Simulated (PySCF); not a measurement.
The scaffold BH2-X carries different groups X. Gas-phase values, no solvent. One relaxed conformer stands for each flexible species; it need not be the lowest. Strings in code marks are SMILES.

The vertical ionisation energy (Delta-SCF) from two functionals at the same geometries (M06-2X/def2-TZVP), both in PySCF: PBE-D3(BJ)/def2-TZVP and B3LYP-D3(BJ)/def2-TZVP. B3LYP has the VWN-RPA correlation part, as in Gaussian. Delta-SCF ions had no search for a lower state. 

```json
[
 {"species": "X = isopropyl (`CC(B)C`)", "B3LYP-D3(BJ)/def2-TZVP (eV)": "10.55"},
 {"species": "X = formyl (`BC=O`)", "B3LYP-D3(BJ)/def2-TZVP (eV)": "10.01"},
 {"species": "X = fluoro", "B3LYP-D3(BJ)/def2-TZVP (eV)": "12.49"},
 {"species": "X = isocyano (`[N+](#[C-])B`)", "B3LYP-D3(BJ)/def2-TZVP (eV)": "12.00"}
]
```

Problem. What does PBE-D3(BJ)/def2-TZVP give for each?

Solution. 
- X = isopropyl (`CC(B)C`): 10.21
- X = formyl (`BC=O`): 9.85
- X = fluoro: 12.09
- X = isocyano (`[N+](#[C-])B`): 11.57
Over these rows, drawn at random from the members with no instability flagged (it was tested for open shells, ions and some series alone), PBE minus B3LYP-D3(BJ): mean -0.33 eV, from -0.44 eV to -0.16 eV.
